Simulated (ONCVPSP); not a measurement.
**Mo (Z = 42): variants of one ONCV potential**

Base potential:

ONCVPSP 4.0.1 input, shortened (lines: element, Z, core and valence counts, functional; n l f; lmax; l rc ep ncon nbas qcut; lloc lpopt rc5 dvloc0; l nproj debl; icmod fcfact rcfact), LDA (Perdew-Zunger), non-relativistic:

```
  Mo 42.00    6    4        3      upf
    1    0    2.00
    2    0    2.00
    2    1    6.00
    3    0    2.00
    3    1    6.00
    3    2   10.00
    4    0    2.00
    4    1    6.00
    4    2    5.00
    5    0    1.00
    2
    0    2.10    0.00    3    7    4.70
    1    1.55    0.00    3    8    7.10
    2    1.55    0.00    4    9    6.70
    2    5    1.55    0.00
    0    2    2.50
    1    2    1.50
    2    0    3.80
    0    0.00    0.00
```

All-electron outer shells of the reference configuration (LDA (Perdew-Zunger), non-relativistic, ld1.x):

```json
{"shell": "3d", "level (eV)": "-224.72", "outermost node (bohr)": "–", "outermost maximum (bohr)": "0.32"}
{"shell": "4s", "level (eV)": "-60.81", "outermost node (bohr)": "0.53", "outermost maximum (bohr)": "1.01"}
{"shell": "4p", "level (eV)": "-37.82", "outermost node (bohr)": "0.53", "outermost maximum (bohr)": "1.08"}
{"shell": "4d", "level (eV)": "-4.17", "outermost node (bohr)": "0.53", "outermost maximum (bohr)": "1.37"}
{"shell": "5s", "level (eV)": "-4.03", "outermost node (bohr)": "1.38", "outermost maximum (bohr)": "3.04"}
```

Cutoffs, loose and tight: the cutoffs (Ha) at which the residual kinetic energy of the hardest occupied pseudo-wave falls to 1 and 0.1 mHa per electron. They do not see the model core or the augmentation charge, which bear on the density cutoff. Test errors are all-electron minus pseudo excitation energies from the reference, over the configurations 4s2 4p6 4d5 5s0; 4s2 4p6 4d4 5s0; 4s2 4p6 4d3 5s0; 4s2 4p6 4d4 5s1. A dash means not determined; rows that change the core or the reference have their own tests.

1 further variants are left out, since the program set their typed debl aside.

| change | outcome | cutoff, loose | cutoff, tight | bound ghosts | GHOST(+) flags above zero | largest test error (meV) |
| --- | --- | --- | --- | --- | --- | --- |
| base | generated | 19 Ha | 24 Ha | none | none | -1.1 |
| functional LDA (Perdew-Wang 92) | generated | 19 Ha | 24 Ha | none | none | -8.2 |
| p: qcut 9.8 | generated | 28 Ha | 34 Ha | none | p | +4.6 |
| core correction Teter function, fcfact 4.25, rcfact 1.6 | generated | 19 Ha | 24 Ha | none | none | -5.9 |
| reference 4s2 4p6 4d5.5 5s0.5 | generated | 19 Ha | 24 Ha | none | none | -7.6 over the solved tests; 1 of 4 tests not solved or not reliable |
| p: rc 1.96 | generated | 19 Ha | 24 Ha | none | none | +8.7 |
| all radii scaled by about 1.15 (s 2.42, p 1.78, d 1.78 bohr) | generated | 18 Ha | 21 Ha | none | none | +3.8 |
| d: ncon 5, nbas 10 | generated | 20 Ha | 33 Ha | none | none | -0.6 |

Problem. What comes out with this change to the base: scalar-relativistic?

Solution. outcome: generated; cutoff, loose: 19 Ha; cutoff, tight: 24 Ha; bound ghosts: none; GHOST(+) flags above zero: none; largest test error (meV): +3.2.
